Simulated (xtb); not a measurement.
HBe, charge +1, singlet, from a rough starting geometry (GFN-xTB shapes and energies of metal compounds can be far from the true ones); GFN2-xTB (xtb).

The xtb input:
```
$ xtb mol.xyz --gfn 2 --chrg 1 --opt vtight --json

# file mol.xyz
2

Be     0.49954138     0.06025433    -0.50009611
H     -0.51740354    -0.10671867     0.46919698
```

Output, abridged:

```
   ID    Z sym.   atoms
    1    4 Be     1
    2    1 H      2

           -------------------------------------------------
          |                Calculation Setup                |
           -------------------------------------------------

           -------------------------------------------------
          |                 G F N 2 - x T B                 |
           -------------------------------------------------

          ...................................................
          :                      SETUP                      :
          :.................................................:
          :  # basis functions                   5          :
          :  # atomic orbitals                   5          :
          :  # shells                            3          :
          :  # electrons                         2          :
          :  max. iterations                   250          :
          :  Hamiltonian                  GFN2-xTB          :
          :  restarted?                      false          :
          :  GBSA solvation                  false          :
          :  PC potential                    false          :
          :  electronic temp.          300.0000000     K    :
          :  accuracy                    1.0000000          :
          :  -> integral cutoff          0.2500000E+02      :
          :  -> integral neglect         0.1000000E-07      :
          :  -> SCF convergence          0.1000000E-05 Eh   :
          :  -> wf. convergence          0.1000000E-03 e    :
          :  Broyden damping             0.4000000          :
          :  net charge                          1          :
          :  unpaired electrons                  0          :
          ...................................................

 iter      E             dE          RMSdq      gap      omega  full diag
   1     -0.2080594 -0.208059E+00  0.436E+01    0.17       0.0  T
   2     -0.5354508 -0.327391E+00  0.115E+01    3.96       1.0  T
   3     -0.6247221 -0.892713E-01  0.152E+01    2.22       1.0  T
   4     -0.6210187  0.370340E-02  0.171E+01    2.07       1.0  T
   5     -0.6352018 -0.141831E-01  0.405E+00    3.54       1.0  T
   6     -0.6352480 -0.461510E-04  0.832E-01    3.86       1.0  T
   7     -0.6352864 -0.384554E-04  0.306E-01    3.88       1.0  T
   8     -0.6352949 -0.851429E-05  0.199E-01    3.87       1.0  T
   9     -0.6352965 -0.156192E-05  0.751E-02    3.87       1.0  T
[...]
         :: total energy              -0.632107993125 Eh    ::
 * total energy  :    -0.6321080 Eh     change       -0.1443290E-14 Eh
 * total energy  :    -0.6321355 Eh     change       -0.2753250E-04 Eh
 * total energy  :    -0.6321415 Eh     change       -0.5976687E-05 Eh
 * total energy  :    -0.6321444 Eh     change       -0.2905099E-05 Eh
 * total energy  :    -0.6321444 Eh     change       -0.1297374E-08 Eh
   *** GEOMETRY OPTIMIZATION CONVERGED AFTER 5 ITERATIONS ***
         :: total energy              -0.632144408718 Eh    ::
[...]

         #    Occupation            Energy/Eh            Energy/eV
      -------------------------------------------------------------
         1        2.0000           -0.8426156             -22.9287 (HOMO)
         2                         -0.7002612             -19.0551 (LUMO)
         3                         -0.7001846             -19.0530
         4                         -0.7001846             -19.0530
         5                         -0.0716434              -1.9495
      -------------------------------------------------------------
                  HL-Gap            0.1423543 Eh            3.8737 eV
             Fermi-level           -0.7714384 Eh          -20.9919 eV

     #   Z          covCN         q      C6AA      α(0)
     1   4 Be       0.858     0.714    53.963    22.023
     2   1 H        0.858     0.286     0.755     1.361

 Mol. C6AA /au·bohr⁶  :         65.018235
 Mol. C8AA /au·bohr⁸  :       2652.492797
 Mol. α(0) /au        :         23.384282

Wiberg/Mayer (AO) data.
largest (>0.10) Wiberg bond orders for each atom

 ---------------------------------------------------------------------------
     #   Z sym  total        # sym  WBO       # sym  WBO       # sym  WBO
 ---------------------------------------------------------------------------
     1   4 Be   0.918 --     2 H    0.918
     2   1 H    0.918 --     1 Be   0.918
 ---------------------------------------------------------------------------

Topologies differ in total number of bonds
Writing topology from bond orders to xtbtopo.mol

molecular dipole:
                 x           y           z       tot (Debye)
 q only:        0.389       0.023      -0.416
   full:        1.811       0.256      -1.771       6.471
molecular quadrupole (traceless):
                xx          xy          yy          xz          yz          zz
 q only:        0.457       0.195      -0.845      -1.296      -0.187       0.388
  q+dip:        2.058       0.872      -3.806      -5.834      -0.849       1.748
   full:        1.091       0.424      -2.120      -3.235      -0.422       1.029

optimized geometry written to: xtbopt.xyz

           -------------------------------------------------
          | TOTAL ENERGY               -0.632144408718 Eh   |
          | GRADIENT NORM               0.000000234806 Eh/α |
          | HOMO-LUMO GAP               3.873657923197 eV   |
           -------------------------------------------------

normal termination of xtb
```
